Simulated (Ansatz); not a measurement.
Computed with Ansatz (a quantum-chemistry and plane-wave program) with frozen-core CCSD(T)/cc-pVTZ // B3LYP-D3(BJ)/def2-TZVP.

Ansatz 0.2 input:
```yaml
crystal:
  periodic: [false, false, false]
  atoms:
    - { symbol: O, position_ang: [-0.396297, 1.72537, 0.224701] }
    - { symbol: Ga, position_ang: [0.000014, 0.000004, -0.000034] }
    - { symbol: O, position_ang: [-1.307069, -1.193397, -0.227631] }
    - { symbol: O, position_ang: [1.703381, -0.531982, 0.002851] }
    - { symbol: H, position_ang: [0.380182, 2.283208, 0.338711] }
    - { symbol: H, position_ang: [-2.186938, -0.802616, -0.21273] }
    - { symbol: H, position_ang: [1.806727, -1.480588, -0.125868] }
basis:
  gaussian: { orbitals: cc-pVTZ }
correlation:
  method: ccsd_t
```

Output:

```
Functional definition: HF
1072 factors; integrals over basis functions are off by at most 8.5e-4 eV
mean field evaluation 1: about -58493.4363 eV, gradient 5.9e1 eV
mean field evaluation 2: about -58493.5279 eV, gradient 5.9e1 eV
mean field evaluation 4: about -58499.3240 eV, gradient 2.6e0 eV
mean field evaluation 8: about -58499.3575 eV, gradient 2.4e-1 eV
mean field evaluation 16: about -58493.4364 eV, gradient 5.9e1 eV
mean field -58499.35776572 eV, -2149.8117456013 hartree, gradient 2.4e-6 eV, S^2 0.000000; 0 other end points of the search recorded, 0 dependent functions left out
12 core orbitals not correlated
reference -58499.35776572 eV, -2149.8117456013 hartree; 17, 17 occupied and 146, 146 virtual orbitals, 1072 factors
second order -24.34186937 eV of doubles, -0.00000000 eV of singles
cycle   1  -23.60001481 eV  change    7.4e-1 eV  update   1.2e-1
cycle   2  -24.21995104 eV  change   -6.2e-1 eV  update   3.5e-2
cycle   3  -24.35807872 eV  change   -1.4e-1 eV  update   1.8e-2
cycle   4  -24.33899626 eV  change    1.9e-2 eV  update   4.5e-3
cycle   5  -24.33601613 eV  change    3.0e-3 eV  update   2.0e-3
cycle   6  -24.33749573 eV  change   -1.5e-3 eV  update   6.1e-4
cycle   7  -24.33702257 eV  change    4.7e-4 eV  update   2.1e-4
cycle   8  -24.33691216 eV  change    1.1e-4 eV  update   6.6e-5
cycle   9  -24.33695392 eV  change   -4.2e-5 eV  update   2.7e-5
cycle  10  -24.33695868 eV  change   -4.8e-6 eV  update   9.2e-6
perturbative correction -0.95818138 eV, -0.0352125161 hartree
Total energy: -58524.65290577 eV, -2150.7413248527 hartree
```

Cost: very roughly 3 core-minutes.
